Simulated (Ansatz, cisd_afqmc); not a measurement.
System: Ti, charge 0, triplet.

Total energies in def2-QZVPP, 4 correlated electrons, 9 frozen orbitals. Radicals and triplets start from unrestricted determinants; spin-orbit coupling is neglected. Cores are frozen in correlated methods (noble-gas shells, and filled d and f shells in the p block). No relativity. The Monte Carlo rows (phaseless AFQMC, CISD trial, step 0.005/hartree) carry one-sigma bars that omit the constraint's bias. Outlying blocks are dropped, and bars are widened where a walk drifts. Over all cases where full CI ran beside it in this data, AFQMC minus full CI had a median of +0.1 mEh and passed +0.4 mEh in a tenth of the cases. Open-shell metal atoms are single determinants of the lowest configuration found, not pure terms.

```
method         program         energy (Eh)  minus CCSDT(Q) (mEh)
----------  ----------  ------------------  --------------------
HF              Ansatz          -848.41359                 56.10
MP2             Ansatz          -848.45500                 14.69
CCSD            Ansatz          -848.46709                  2.61
CCSD(T)         Ansatz          -848.46899                  0.70
CCSDT(Q)        Ansatz          -848.46969                  0.00
AFQMC/CISD  cisd_afqmc  -848.4689 ± 0.0002             0.7 ± 0.2
```

Ansatz is a quantum-chemistry and plane-wave program.
